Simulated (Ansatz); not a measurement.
Single points on Mo(OH)F5 (MoOF₅H).

```yaml
crystal:
  periodic: [false, false, false]
  atoms:
    - {symbol: Mo, position_ang: [0.105652, -0.031938, -0.294189]}
    - {symbol: O, position_ang: [-0.002494, 0.077998, 1.527446]}
    - {symbol: H, position_ang: [-0.577692, 0.208664, 2.295523]}
    - {symbol: F, position_ang: [-0.009772, -0.106054, -2.125717]}
    - {symbol: F, position_ang: [1.939114, -0.073273, -0.323371]}
    - {symbol: F, position_ang: [-1.742666, -0.003765, -0.323777]}
    - {symbol: F, position_ang: [0.177779, 1.799697, -0.468683]}
    - {symbol: F, position_ang: [0.110080, -1.871329, -0.287232]}
basis:
  gaussian: {orbitals: def2-TZVPD, initial_orbitals: start.molden}
hamiltonian: {xc: pbe0, dispersion: d4}
scf: {omitted_lower_state_checks: [starts]}
output: {orbitals: {seedname: orbitals}}
```

The file start.molden holds the orbitals of an earlier run on this structure, at another level or in another basis.

```sh
$ ansatz run in.yaml --threads 4 --pin off --events-out ev --progress --plain --max-ram 4787MiB
```

It prints (some lines left out):

```
Functional definition: PBE0
1598 factors; their error is unknown
mean field evaluation 1: about -17500.6389 eV, gradient 9.3e0 eV
mean field evaluation 2: about -17500.8577 eV, gradient 2.2e-1 eV
mean field evaluation 4: about -17500.9689 eV, gradient 3.5e-4 eV
mean field -17500.96887555 eV, -643.1487435937 hartree, gradient 1.5e-5 eV, S^2 0.000000; 0 other end points of the search recorded, 0 dependent functions left out
reference -17500.96893135 eV, -643.1487456444 hartree; 34, 34 occupied and 255, 255 virtual orbitals, 1598 factors
Total energy: -17501.12049985 eV, -643.1543156838 hartree
Checks for a lower state left out: starts
```

Run time 6 s (4 threads of Arm Neoverse V1 on a shared host), peak host memory 0.94 GiB.

The first input with `gaussian: {orbitals: def2-SVP, initial_orbitals: start.molden}`, `hamiltonian: {xc: pbe, dispersion: d4}` (abridged; 1.2 s):

```
Functional definition: PBE
mean field -17483.98763425 eV, -642.5246944861 hartree, gradient 2.2e-5 eV, S^2 0.000000
Total energy: -17484.16884754 eV, -642.5313539518 hartree
Checks for a lower state left out: starts
```

First input, but with `gaussian: {orbitals: def2-TZVP, initial_orbitals: start.molden}`, `hamiltonian: {xc: hse06, dispersion: d4}` (abridged; 4.1 s):

```
Functional definition: HSE06
mean field -17500.11659465 eV, -643.1174228482 hartree, gradient 1.5e-5 eV, S^2 0.000000
Total energy: -17500.25747433 eV, -643.1226000810 hartree
Checks for a lower state left out: starts
```

First input, but with `gaussian: {orbitals: def2-TZVP, initial_orbitals: start.molden}`, `hamiltonian: {xc: r2scan, dispersion: d4}` (abridged; 4.9 s):

```
Functional definition: r2SCAN
mean field -17512.00921666 eV, -643.5544686459 hartree, gradient 1.5e-5 eV, S^2 0.000000
Total energy: -17512.05230910 eV, -643.5560522641 hartree
Checks for a lower state left out: starts
```

The first input with `gaussian: {orbitals: def2-TZVP, initial_orbitals: start.molden}`, `hamiltonian: {xc: {name: wB97X-V}}` (abridged; 10 s):

```
Functional definition: wB97X-V
mean field -17509.49812026 eV, -643.4621875555 hartree, gradient 2.0e-5 eV, S^2 0.000000
Total energy: -17509.49811721 eV, -643.4621874434 hartree
Checks for a lower state left out: starts
```

The first input with `gaussian: {orbitals: def2-SVP, initial_orbitals: start.molden}` (abridged; 1.7 s):

```
Functional definition: PBE0
mean field -17481.06782359 eV, -642.4173934237 hartree, gradient 2.2e-5 eV, S^2 0.000000
Total energy: -17481.21945084 eV, -642.4229656221 hartree
Checks for a lower state left out: starts
```

First input, but with `gaussian: {orbitals: def2-TZVP, initial_orbitals: start.molden}`, `hamiltonian: {xc: {name: B97M-V}}` (abridged; 10 s):

```
Functional definition: B97M-V
mean field -17511.68986903 eV, -643.5427328373 hartree, gradient 8.0e-6 eV, S^2 0.000000
Total energy: -17511.68996603 eV, -643.5427364018 hartree
Checks for a lower state left out: starts
```

Geometry: r2SCAN-D4/def2-SVP.

In the def2 sets Mo takes a core potential; there is no spin–orbit coupling. HSE06 is defined as in plane-wave codes, on full-range PBE exchange.
